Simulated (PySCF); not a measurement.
C7H7FS (charge +1 and doublet state).
Z-matrix (Å and degrees, GFN2-xTB geometry), rows numbered from 1:
```
C 
S   1  1.7948
C   2  1.7320  1  104.89
C   3  1.4041  2  126.36  1    -1.77
C   4  1.3762  3  119.94  2  -179.88
C   5  1.4001  4  120.89  3    -0.32
C   6  1.3876  5  120.50  4     0.30
C   7  1.3789  6  118.67  5     0.07
F   8  1.3264  3  117.56  2     0.09
H   1  1.0876  2  106.28  3  -178.66
H   1  1.0876  2  110.43  3   -60.07
H   1  1.0878  2  110.63  3    62.71
H   4  1.0777  3  120.42  2    -0.03
H   5  1.0789  4  119.54  3   179.61
H   6  1.0792  5  119.79  4  -179.72
H   7  1.0789  6  121.83  5  -179.99
```

The hyperfine couplings belong to this conformer and change with its torsions.

Identity: `C[S+]C1=CC=CC=C1F` [radical] (charge +1).

Theory: PySCF, UKS B3LYP, pcH-1 on C F H S, non-relativistic, mean-field spin-orbit, GIAO. The structure is a single GFN2-xTB conformer in the gas phase; no vibrational or solvent corrections. The geometry wasn't refined by DFT: couplings that depend on bond lengths, twists or pyramidal angles can differ widely from those at the functional's own minimum, by a factor of two or more for some ions and for spin on atoms past the first row. No stability test was run, so a lower SCF solution isn't excluded.

Problem. Break the g tensor into its mass correction, gauge correction and orbital-Zeeman/spin–orbit terms.

Solution. 
```json
{"Δg (ppt)": "relativistic mass correction", "1": "-0.21", "2": "-0.21", "3": "-0.21"}
{"Δg (ppt)": "gauge correction", "1": "0.00", "2": "0.05", "3": "0.05"}
{"Δg (ppt)": "orbital Zeeman/spin–orbit", "1": "-0.01", "2": "7.08", "3": "13.79"}
{"Δg (ppt)": "total", "1": "-0.22", "2": "6.92", "3": "13.62"}
```

So g = 2.00210, 2.00924, 2.01594 and g_iso = 2.00909; the tensor is rhombic: the two nearest values differ by 48 % of g3 − g1. Axes: g2 points within 2° of the C6–C7 bond.

Problem. At 34.165 GHz, how far is the centre of the isotropic spectrum from where a free electron (g = 2.002319) resonates?

Solution. B = hν/(g μB) with μB/h = 13.99624 MHz/mT gives 1219.09 mT for the free electron and 1214.98 mT at g_iso, 4.11 mT lower.

Problem. What effective moment and Curie constant follow for a powder?

Solution. With the mean of g² = 4.0365 and S(S+1) = 0.75: μ_eff = √(⟨g²⟩S(S+1)) = 1.740 μB and χT = 0.12505·⟨g²⟩·S(S+1) = 0.379 cm³ K/mol (cgs; spin-Hamiltonian part alone).

Problem. In a frozen sample, at which fields do the three g values resonate at 9.5, 34, 94 and 263 GHz (hyperfine left aside), and which band first spreads them over more than twice a line width of 0.3 mT?

Solution. 
```tsv
band	GHz	B(g3) mT	B(g2) mT	B(g1) mT	spread mT
X	9.5	336.69	337.82	339.02	2.33
Q	34.0	1205.01	1209.03	1213.34	8.33
W	94.0	3331.49	3342.61	3354.53	23.04
J	263.0	9321.08	9352.19	9385.54	64.46
```

The spread grows in proportion to the frequency. X band is the first where it exceeds 0.6 mT.

Largest spin populations (Mulliken): S2 (+0.53), C6 (+0.24), C8 (+0.17) and C7 (-0.10). Three atoms exceed +0.15.

The HOMO–LUMO gaps are 5.88 eV among the α and 2.31 eV among the β orbitals.

The run took 1.7 min of wall time (with the writing of density and orbital grids) on one thread of an Arm Neoverse V2, shared host with 96 logical CPUs at a one-minute load of 48, and the process peaked at 1.2 GiB of memory.
